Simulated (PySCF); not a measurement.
Vertical excitations of a molecule C₅H₆O₂ from TDA-PBE/def2-SVPD run with PySCF 2.14.0, as energy in eV (oscillator strength): 5.08 (0.002), 5.35 (0.009), 5.53 (0.006), 5.64 (0.001), 5.86 (0.001), 5.95 (0.035), 6.09 (0.006), 6.18 (0.011), 6.33 (0.034), 6.62 (0.002). Lowest triplet (TDA): 4.53 eV. Geometry optimised at TPSSh-D3(BJ)/def2-SVP. The values are those of a single conformer.

**Question.** Which molecule gave these data?
A. O=C1CCC(=O)C1
B. C=C=C1OC(C)O1
C. C=C=CCC(=O)O
D. OCc1ccoc1

**Answer.** C, C=C=CCC(=O)O
